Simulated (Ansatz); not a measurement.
This geometry of CH3AlF2 (7 atoms, charge 0, multiplicity 1) is a first-order saddle point.

Theory: RKS B3LYP/def2-SVP in Ansatz.

```xyz
7
Properties=species:S:1:pos:R:3
F 0.697 -0.288 1.657
C 0.648 -0.534 0.298
F 0.186 -1.824 0.126
Al -0.706 0.726 -0.501
H 1.695 -0.522 -0.063
H -2.175 0.628 0.074
H -0.283 1.746 -1.637
```

Question: Which two structures does it join? (They come from a converged band through this point; their orientation in space is the band's.)

Answer: Bonds broken: F3–Al4. Bonds formed: F1–Al4. The dihedral H5–C2–Al4–F3 goes from 84 to -176°. The two ends are copies of one structure, up to a mirror image or an exchange of like atoms.

First end point:

```xyz
7
Properties=species:S:1:pos:R:3
F 0.568 -0.552 1.841
C 0.761 -0.145 0.593
F 0.073 -1.252 -0.333
Al -0.710 0.505 -0.571
H 1.820 -0.285 0.326
H -2.148 0.562 0.073
H -0.302 1.099 -1.976
```

Last end point:

```xyz
7
Properties=species:S:1:pos:R:3
F 0.566 0.162 1.139
C 0.523 -0.827 -0.118
F 0.070 -1.983 0.353
Al -0.608 0.799 -0.263
H 1.598 -0.922 -0.341
H -2.118 0.653 0.168
H 0.031 2.050 -0.984
```

Question: How far does it lie above each of them?

Answer: 0.090 eV above the first and 0.090 eV above the second. This is the barrier of this one path; another mechanism may lie lower. The orbitals stay closed-shell, which can raise the energy where a bond breaks towards radicals; this wasn't checked here.

Run time: 2.9 min on 1 thread of Intel(R) Xeon(R) Platinum 8488C (Sapphire Rapids), on a shared host, peak memory 0.16 GiB.
